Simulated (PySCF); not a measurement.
# [Yb(H2O)5]3+ at several levels of theory

Computed with PySCF 2.14.0 (density fitting, no spin-orbit coupling) at the geometry relaxed with PBE0:

```xyz
16
[Yb(H2O)5]3+ (singlet in the valence; each metal's 4f electrons, 13 of them, lie in its core potential, out of spins and levels)
Yb   -0.0475    0.0000    0.0000
O    -0.6651   -0.0427    2.1752
H    -0.8614    0.7182    2.7603
H    -0.8002   -0.8241    2.7508
O    -0.6651    0.0427   -2.1752
H    -0.8614   -0.7181   -2.7603
H    -0.8001    0.8242   -2.7508
O     2.1904   -0.0001    0.0000
H     2.7954   -0.0004    0.7730
H     2.7954    0.0002   -0.7730
O    -0.5400    2.2220    0.0424
H     0.0875    2.9748    0.0838
H    -1.4205    2.6532    0.0213
O    -0.5401   -2.2219   -0.0424
H    -1.4207   -2.6531   -0.0213
H     0.0873   -2.9748   -0.0838
```

```csv
level,basis,state,HOMO (eV),gap (eV),charge on Yb1 (e),population of f-type functions on Yb1 (polarisation alone where 4f lies in the core),dipole about the centre of mass (D),largest force component (eV/Å)
PBE0,"Yb lcecp-1-SVP with ECP59, O def2-SVP, H def2-SVP",singlet,-23.67,10.00,1.50,0.04,0.25,0.02
PBE0,"Yb lcecp-1-TZVP with ECP59, O def2-TZVP, H def2-TZVP",singlet,-23.68,10.05,1.97,0.06,0.28,0.33
```

In the lcecp rows the 4f levels are missing from HOMO and gap, and the state counts the valence alone.

Charges are Mulliken's, which hang on the basis. The relaxation used the grid (50, 194), these runs (75, 302) or, all-electron (x2c bases, spin-free X2C Hamiltonian), (99, 590).

Order these levels, in the first row's basis, by the HOMO–LUMO gap they give here, smallest first.
A. r2SCAN
B. revPBE
C. TPSSh
D. CAM-B3LYP

B (7.12 eV), A (7.87 eV), C (8.58 eV), D (12.64 eV).

And their other results?


| level | state | HOMO (eV) | gap (eV) | charge on Yb1 (e) | population of f-type functions on Yb1 (polarisation alone where 4f lies in the core) | dipole about the centre of mass (D) | largest force component (eV/Å) |
| --- | --- | --- | --- | --- | --- | --- | --- |
| CAM-B3LYP | singlet | -25.18 | 12.64 | 1.44 | 0.04 | 0.24 | 0.16 |
| TPSSh | singlet | -22.62 | 8.58 | 1.46 | 0.04 | 0.25 | 0.22 |
| r2SCAN | singlet | -22.23 | 7.87 | 1.48 | 0.04 | 0.25 | 0.18 |
| revPBE | singlet | -21.70 | 7.12 | 1.34 | 0.04 | 0.26 | 0.40 |

In the first row's basis the gap widens with exact exchange: 7.1 to 7.9 eV for revPBE, r2SCAN (none); 8.6 to 10.0 eV for TPSSh, PBE0 (a fixed share); 12.6 eV for CAM-B3LYP (rising or full at long range).

An lcecp potential fixes the number of 4f electrons, so in runs with it no electron can move into or out of that shell.
